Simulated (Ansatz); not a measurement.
Abridged output of a molecular run in Ansatz:

```
Functional definition: HF
1068 factors; integrals over basis functions are off by at most 1.4e-3 eV
mean field evaluation 1: about -10002.8665 eV, gradient 2.7e1 eV
mean field evaluation 2: about -10002.9673 eV, gradient 2.7e1 eV
mean field evaluation 4: about -10005.0081 eV, gradient 3.2e0 eV
mean field evaluation 8: about -10005.0424 eV, gradient 2.0e-1 eV
mean field -10005.04256964 eV, -367.6785327729 hartree, gradient 2.7e-6 eV, S^2 0.000000; 0 other end points of the search recorded, 0 dependent functions left out
7 core orbitals not correlated: weight in the atoms' cores, before any rotation towards them, 1.000 or more for the frozen orbitals, at most 0.000 for the correlated occupied ones
reference -10005.04256964 eV, -367.6785327729 hartree; 17, 17 occupied and 74, 74 virtual orbitals, 1068 factors
second order -15.29778916 eV of doubles, -0.00000000 eV of singles
cycle   1  -16.01391971 eV  change   -7.2e-1 eV  update   9.4e-2
cycle   2  -16.46060470 eV  change   -4.5e-1 eV  update   2.9e-2
cycle   3  -16.56547944 eV  change   -1.0e-1 eV  update   1.6e-2
cycle   4  -16.56611092 eV  change   -6.3e-4 eV  update   4.0e-3
cycle   5  -16.56450393 eV  change    1.6e-3 eV  update   2.2e-3
cycle   6  -16.56442237 eV  change    8.2e-5 eV  update   8.8e-4
cycle   7  -16.56429923 eV  change    1.2e-4 eV  update   4.6e-4
cycle   8  -16.56423170 eV  change    6.8e-5 eV  update   2.0e-4
cycle   9  -16.56426909 eV  change   -3.7e-5 eV  update   7.5e-5
cycle  10  -16.56429801 eV  change   -2.9e-5 eV  update   2.7e-5
perturbative correction -0.42266664 eV, -0.0155327126 hartree
Total energy: -10022.02953429 eV, -368.3027922096 hartree
```

Its atoms:

Cartesian coordinates in Å:
```
C 1.0459 -0.8986 0.1447
C 0.4692 0.4572 -0.1541
F 0.6249 0.7232 -1.5345
In -1.6977 0.6904 0.1262
H 2.0964 -0.9549 -0.1603
H 0.4985 -1.6948 -0.3647
H 0.9980 -1.0918 1.2209
H 1.0335 1.2368 0.3651
H -2.6954 -0.6565 -0.2972
H -2.3733 2.1889 0.6539
```

Which basis set was used?
A. def2-TZVPPD
B. def2-SVPD
C. def2-QZVPP
D. def2-SVP

D. It gives 98 functions.

Write the keys of the input that set method, charge and spin (a neutral closed shell needs none for the last two).


```yaml
correlation: {method: ccsd_t}
```
